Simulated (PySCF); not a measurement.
Mapped SMILES: `[CH2:1]=[CH:2][C:3]([F:4])([F:5])[C:6]([F:7])([F:8])[C:9]([F:10])([F:11])[F:12]` (H(Xn): hydrogen on atom n). Ha(C1) is cis to C3; Hb(C1) is trans to C3.

Calculated, not measured (PySCF 2.14): PBE0/pcSseg-1 with gauge-including orbitals, geometry: GFN2-xTB. No relativistic terms, equivalent nuclei averaged, gas phase, single conformer.

Referencing at the same level of theory: 13C vs TMS.

Question: Do the 13C shifts follow the atomic charges (in e)? Tabulate both.

Answer: 
```json
{"atoms": "C1", "hybridisation": "sp2", "δ (ppm)": "135.5", "σ para (ppm)": "-201", "Hirshfeld": "-0.07", "IAO": "-0.26", "Mulliken": "-0.07", "ESP-fitted": "-0.33"}
{"atoms": "C2", "hybridisation": "sp2", "δ (ppm)": "135.5", "σ para (ppm)": "-206", "Hirshfeld": "-0.07", "IAO": "-0.19", "Mulliken": "-0.26", "ESP-fitted": "-0.17"}
{"atoms": "C9", "hybridisation": "sp3", "δ (ppm)": "127.9", "σ para (ppm)": "-183", "Hirshfeld": "+0.24", "IAO": "+0.79", "Mulliken": "+0.84", "ESP-fitted": "+0.48"}
{"atoms": "C3", "hybridisation": "sp3", "δ (ppm)": "122.8", "σ para (ppm)": "-178", "Hirshfeld": "+0.16", "IAO": "+0.54", "Mulliken": "+0.51", "ESP-fitted": "+0.38"}
{"atoms": "C6", "hybridisation": "sp3", "δ (ppm)": "116.5", "σ para (ppm)": "-174", "Hirshfeld": "+0.14", "IAO": "+0.50", "Mulliken": "+0.40", "ESP-fitted": "+0.06"}
```

Correlation coefficients of δ with charge over these carbons: Hirshfeld -0.73, IAO -0.74, Mulliken -0.63, ESP-fitted -0.56; with the paramagnetic shielding -0.95. With so few points, grouped by hybridisation, these coefficients are fragile. Charge is one influence among several: hybridisation and low-lying excitations act through the paramagnetic term.

Shifts are as computed. Against solution values, carbons near 30 ppm lie about +3 ppm off and those near 130 ppm about +5 ppm. Of 1211 compounds with measured shifts, 218 miss one by over three times the rms of a fit or turn the order of signals round; such compounds aren't used in these exercises.
